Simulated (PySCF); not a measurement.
Frontier levels across methods

C3H7BO2.
Z-matrix (Å and degrees, PBE0-D3(BJ)/def2-SVP geometry), rows numbered from 1:
```
B 
O   1  1.3592
C   2  1.4125  1  120.20
C   3  1.5168  2  111.32  1   -27.09
C   4  1.5168  3  109.56  2    52.42
O   1  1.3592  2  123.08  3    -0.48
H   1  1.2050  2  118.44  3   179.38
H   3  1.1011  2  107.85  1  -149.36
H   3  1.1053  2  108.90  1    94.77
H   4  1.1033  3  109.44  2   -67.57
H   4  1.1012  3  110.54  2   174.49
H   5  1.1053  4  110.36  3    68.88
H   5  1.1011  4  111.20  3  -172.43
```

Basis pcSseg-1 throughout (PySCF), one geometry. One conformer (not necessarily the lowest) at the PBE0-D3(BJ)/def2-SVP geometry, without solvent, vibrations or thermal averaging.

Problem. How do the orbital energies, the gap and the dipole change with the method?

Solution. 
```csv
method,kind,HOMO (eV),LUMO (eV),gap (eV),μ (D),SCF cycles
BLYP,GGA,-6.67,-0.02,6.66,3.16,14
OPBE,GGA,-6.77,0.06,6.83,3.12,14
PBE,GGA,-6.78,-0.10,6.67,3.17,14
B97-D,GGA,-6.82,0.06,6.88,3.15,14
BP86,GGA,-6.90,-0.09,6.81,3.20,14
KT2,GGA,-6.90,-0.10,6.80,3.07,15
LDA,LDA,-6.92,-0.33,6.59,3.32,14
KT3,GGA,-6.93,-0.12,6.81,3.02,15
B3LYP,global hybrid,-8.09,0.56,8.65,3.20,13
PBE0,global hybrid,-8.34,0.85,9.19,3.21,12
mPW1PW91,global hybrid,-8.39,0.85,9.24,3.22,12
HF,Hartree–Fock,-12.26,3.94,16.19,3.27,10
```

The HOMO spans 5.58 eV, from BLYP down to HF, and the gap runs from 6.59 eV (LDA) to 16.19 eV (HF). Over the methods BLYP (0 %), OPBE (0 %), PBE (0 %), B97-D (0 %), BP86 (0 %), KT2 (0 %), LDA (0 %), KT3 (0 %), B3LYP (20 %), PBE0 (25 %), mPW1PW91 (25 %), HF (100 %), a straight line through the gap against the share of exact exchange rises by 0.95 eV for each 10 % (correlation coefficient 0.999). The dipole ranges from 3.02 D (KT3) to 3.32 D (LDA). This basis has no diffuse functions.

The vertical ΔSCF ionisation energy at PBE0/def2-SVPD is 10.52 eV; −ε(HOMO) comes closest to it with HF (12.26 eV).
